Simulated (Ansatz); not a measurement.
System: sum formula H3SiO, charge 0, multiplicity 2. It need not be the lowest isomer of its formula. 
Coordinates optimised at B3LYP-D3(BJ)/def2-TZVP (Ansatz, a program for electronic structure):
SMILES: O[SiH2]
```xyz
5

Si    -0.5510    -0.0344    -0.1792
O      1.0248    -0.0911     0.3348
H     -1.3711    -0.1049     1.0565
H     -0.8291     1.2356    -0.9163
H      1.7163     0.0803    -0.3101
```
Charge 0, spin multiplicity 2.

Basis-set convergence of Hartree-Fock and CCSD(T) correlation energies (hartree) with Ansatz. Valence correlation only, unless marked. Open shells are spin-unrestricted. No spin-orbit coupling. Non-relativistic.

| basis | functions | E(HF) | E(corr, CCSD(T)) |
|---|---|---|---|
| def2-SVPD | 71 | -365.39073 | -0.32058 |
| def2-TZVPPD | 139 | -365.58722 | -0.38533 |
| def2-QZVPPD | 241 | -365.59964 | -0.40965 |

Extrapolating the two largest sets (X = 3 and 4) as X^-3: E(corr) = (64·(-0.40965) - 27·(-0.38533))/37 = -0.4274 Eh, an estimate of the basis-set limit. The largest set recovers 95.8 % of it, the smallest 75.0 %.
